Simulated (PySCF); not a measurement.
## The second ionisation energy along group 15

Calculated with PySCF 2.14 from differences of total energies of unrestricted determinants, without spin-orbit coupling. Values in eV. The last column holds reference values (NIST; (s) semi-empirical, (t) theoretical, else measured). Unmarked ones compare directly (S terms, centres of terms, or small fine structure); those marked * lie between the lowest fine-structure levels and include a spin-orbit shift.

| element | configurations | UHF | MP2 (valence and next inner shell) | SCS-MP2 (valence) | PBE0 | r2SCAN | PBEsol | reference |
| --- | --- | --- | --- | --- | --- | --- | --- | --- |
| N (aug-cc-pwCVTZ, non-relativistic) | [He] 2s2 2p2 → [He] 2s2 2p1 | 29.189 | 29.661 | 29.476 | 29.900 | 30.124 | 29.819 | 29.601 (s) * |
| P (aug-cc-pwCVTZ, non-relativistic) | [Ne] 3s2 3p2 → [Ne] 3s2 3p1 | 19.163 | 19.646 | 19.527 | 19.822 | 19.947 | 19.748 | 19.769 (s) * |
| As (aug-cc-pwCVTZ-PP with ECP10MDF, ECP) | [Ar] 3d10 4s2 4p2 → [Ar] 3d10 4s2 4p1 | 17.977 | 18.521 | 18.286 | 18.507 | 18.694 | 18.455 | 18.589 * |
| Sb (aug-cc-pwCVTZ-PP with ECP28MDF, ECP) | [Kr] 4d10 5s2 5p2 → [Kr] 4d10 5s2 5p1 | 16.003 | 16.534 | 16.270 | 16.533 | 16.660 | n/a | 16.626 ± 0.025 * |
| Bi (aug-cc-pwCVTZ-PP with ECP60MDF, ECP) | [Xe] 4f14 5d10 6s2 6p2 → [Xe] 4f14 5d10 6s2 6p1 | 15.306 | 15.839 | 15.530 | 15.822 | 15.913 | 15.806 | 16.703 * |

For Bi a determinant mixes LS terms or the coupling is close to jj, so these rows are model values.

"Valence" correlates the outer s and p shells and, in groups 3 to 12 and the f block, the outer d or f shell, open or full, or the next shell where the ion has no valence electron left; the wider scheme adds the next inner shell.
